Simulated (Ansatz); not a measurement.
Ansatz (a first-principles code) input (RI-MP2/def2-TZVPPD):
A basis named .json is the Basis Set Exchange file of that set.

Ansatz 0.2 input:
```yaml
crystal:
  periodic: [false, false, false]
  atoms:
    - {symbol: H, position_ang: [-0.00000000, -0.00000000, -1.76984242]}
    - {symbol: B, position_ang: [-0.00000000, -0.00000000, -0.60173872]}
    - {symbol: O, position_ang: [0.00000000, 0.00000000, 0.59731700]}
basis:
  gaussian:
    orbitals: def2-TZVPPD.json
    fitting: {mean_field: def2-universal-jkfit, correlation: def2-TZVPPD-RIFIT.json}
total_charge: 1
magnetization: {spin_polarized: true, initial_magnetization: 1}
correlation: {method: mp2, electrons: outside_noble_gas}
```

Output:

```
Functional definition: HF
integrals: 0.02 GiB planned
170 factors; integrals over basis functions are off by at most 8.9e-1 eV
223 factors; integrals over basis functions are off by at most 6.9e-1 eV
mean field: 0.11 GiB planned
mean field evaluation 1: about -2697.7269 eV, gradient 5.8e1 eV
mean field evaluation 2: about -2683.1968 eV, gradient 8.5e1 eV
mean field evaluation 4: about -2711.8596 eV, gradient 6.1e0 eV
mean field evaluation 8: about -2713.4380 eV, gradient 1.7e0 eV
mean field evaluation 16: about -2713.6197 eV, gradient 1.6e0 eV
mean field evaluation 32: about -2713.4636 eV, gradient 7.4e-2 eV
mean field evaluation 64: about -2703.5276 eV, gradient 4.9e0 eV
mean field -2715.30461942 eV, -99.7856042642 hartree, gradient 2.1e-6 eV, S^2 0.755802; 7 other end points of the search recorded, 0 dependent functions left out
2 core orbitals not correlated
reference -2715.30461942 eV, -99.7856042642 hartree; 5, 4 occupied and 87, 88 virtual orbitals, 223 factors
second order -6.60571718 eV of doubles, -0.00000000 eV of singles
Total energy: -2721.91033660 eV, -100.0283598930 hartree
```

This state (charge 1, doublet) is run at the relaxed geometry of the species with charge 0 and multiplicity 1.
